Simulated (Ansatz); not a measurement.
`O=C(O)C[SiH2]F`, charge 0, multiplicity 1.

**Question.** Give a relaxed structure at PBE0-D4/def2-TZVP (Ansatz). (Estimate.)

**Answer.** Ansatz gave: 
Z-matrix (Å, degrees):
```
C
Si 1 1.878
C 1 1.493 2 108.4
H 1 1.094 2 111.7 3 -120.9
H 1 1.094 2 111.7 3 120.9
F 2 1.606 1 106.6 3 180.0
H 2 1.479 1 111.4 3 63.1
H 2 1.479 1 111.4 3 -63.2
O 3 1.338 1 113.9 2 -179.9
O 3 1.206 1 123.5 2 0.1
H 9 0.968 3 106.9 1 -180.0
```
Point group Cs.
This is one stationary point; other conformers may exist.
